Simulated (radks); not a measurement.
Values are calculated unless marked as measured or tabulated.
Kinetic energies: the exact non-interacting value of the Kohn-Sham orbitals and orbital-free approximations, in hartree. Species: Kr [Kr]; N3+ [He] 2s2. Code: a radial shooting solver on a logarithmic mesh with Libxc functionals. Model: non-relativistic Kohn-Sham, exchange-only LDA, spin-polarised, spherical densities, point nucleus. Every spin shell is full or empty, so the densities are truly spherical. Functionals are evaluated on that one density, not self-consistently.

functional           Kr      N3+
exact           2746.87  50.4283
Thomas-Fermi     2585.4   45.078
TF + vW/9        2726.7   50.112
TF + vW/5        2839.7   54.140
LC94             2747.6   50.127
revAPBEK         2755.6   50.534
Perdew 92        2726.9   50.122
Pearson          2717.4   48.050
DePristo-Kress   2744.5   49.450
Ernzerhof        2736.0   51.101
